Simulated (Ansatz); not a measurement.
Program: Ansatz. Geometries: PBE0-D4/def2-TZVP. ΔE: electronic, gas phase. CBS: MP2 limit from def2 TZ/QZ plus the TZ coupled-cluster correction, frozen cores. Functionals use def2-TZVPP. B3LYP here is the variant with VWN-RPA as its local correlation; programs differ in this. For Br, Ge outer-core shells are correlated without core-valence functions, which leaves a few kJ/mol of doubt a bond. Scalar relativity is left out up to krypton.

Consider the germylene formation by 1,1-elimination: `[Cl][GeH]([Cl])[Br]` → `[Cl][Ge][Cl]` + HBr.

`[Cl][GeH]([Cl])[Br]`:

Cartesian coordinates in Å:
```
Cl -0.805 -1.829 -0.622
Ge 0.146 -0.032 0.008
Cl -0.046 1.403 -1.552
Br -0.916 0.752 1.867
H 1.621 -0.295 0.298
```

`[Cl][Ge][Cl]`:

```xyz
3

Cl   -0.015   -0.966    1.442
Ge    0.414    0.803    0.240
Cl   -0.399    0.163   -1.681
```

HBr:

```xyz
2

Br   -0.080    0.280   -0.648
H     0.080   -0.280    0.648
```

```tsv
level	ΔE (kJ/mol)	difference from CCSD(T)/CBS
r2SCAN-D4	127.7	8.8
B97M-V	126.8	7.9
PBE0-D4	126.7	7.8
B3LYP-D4	99.1	-19.8
r2SCANh-D4	132.0	13.1
r2SCAN0-D4	138.4	19.5
ωB97M-V	114.9	-4.0
revPBE	82.4	-36.5
r2SCANh	129.8	10.9
r2SCAN0	136.0	17.1
BHLYP	111.7	-7.2
CAM-B3LYP	104.7	-14.2
CCSD(T)/def2-TZVPP	131.8	12.9
HF/def2-QZVPP	121.7	2.8
MP2/def2-QZVPP	138.5	19.6
HF/CBS(def2)	121.4	2.5
CCSD(T)/CBS	118.9	0
```

Largest T1 diagnostic among the species: 0.013.

At CCSD(T), def2-SVP lies +4.2 kJ/mol from the extrapolated value and def2-TZVPP +12.9 kJ/mol. From r2SCAN to r2SCAN0 (25 % exact exchange), in def2-TZVPP and without D4, ΔE moves by +10.3 kJ/mol.
